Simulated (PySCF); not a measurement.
Molecule: SMILES CC(S[S])(C)C, doublet. Atoms near the plane z = 1.5 Å, at the GFN2-xTB optimised geometry (x, y, z in Å): C1 (0.5, -1.4, 1.2), C2 (0.1, 0.1, 1.2), C3 (0.5, 0.8, 2.5), C4 (0.7, 0.8, 0.0), S5 (-1.7, 0.2, 1.1), S6 (-2.4, -0.8, 2.6), H7 (0.1, -1.9, 2.1), H8 (0.2, -1.9, 0.3), H9 (1.6, -1.5, 1.3), H10 (0.2, 1.8, 2.5), H11 (1.6, 0.7, 2.6), H14 (0.3, 1.9, 0.0), H15 (1.7, 0.8, 0.0).

Calculation: PySCF with unrestricted CAM-B3LYP/def2-TZVP. Cells within 0.4 Å of a nucleus heavier than hydrogen are left out (blank, or x). The values are rescaled to run from 0 to 1.

```
|000000000000000000000000000|
|000000000000000000000000000|
|000000000000000000000000000|
|000000000000000000000000000|
|000000000000000000000000000|
|000000000000000000000000000|
|000000000000000000000000000|
|000001111110000000000000000|
|000001122111000000000000000|
|000011244311000000000000000|
|000012488521000000000000000|
|000001599621000000000000000|
|0000001233100xx000000000000|
|0000000000000xx000000000000|
|000000000100000000000000000|
|000000000000000000000000000|
|000110000000001000000000000|
|00111110000000xx00000000000|
|001111110000000x00000000000|
|001111110000000000000000000|
|000111100000000000000000000|
|000000000000000000000000000|
|000000000000000000000000000|
|000000000000000000000000000|
|000000000000000000000000000|
|000000000000000000000000000|
|000000000000000000000000000|
```
Scale: ten equal steps from 0.000 (start of '0') to 1.00 (end of '9'), in the order '0123456789'; x runs from -4.00 to 4.00, y from -4.00 (bottom) to 4.00 (top).

Problem. Which quantity is mapped?
(A) deformation density (molecule minus spherical neutral atoms)
(B) an orbital amplitude
(C) spin density
(D) Laplacian of the electron density

Solution. C, spin density. In full: spin density (e/bohr³).
